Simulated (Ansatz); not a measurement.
TlH₂. The state is a doublet with charge 0. Geometry r2SCAN-D4/def2-TZVP; atoms count from 1.

Cartesian coordinates in Å:
```
Tl 0.316 -0.455 -0.067
H 1.153 1.103 0.275
H -1.469 -0.648 -0.208
```

In the def2 sets Tl takes a core potential; there is no spin–orbit coupling. The structure comes from a short search, and lower isomers may exist.

(1) Estimate the Mulliken populations from the PBE0/def2-TZVP orbitals of Ansatz.

(2) Where does the spin sit?

Results:

(1) 
```
atom  charge (e)  spin (α − β)
 Tl1        0.19          0.56
  H2       -0.09          0.22
  H3       -0.09          0.22
```
Mulliken values depend strongly on the basis.

(2) Summed by element: Tl 0.56, H 0.44, of 1 unpaired in all. Largest on single atoms: Tl1 0.56, H2 0.22, H3 0.22.
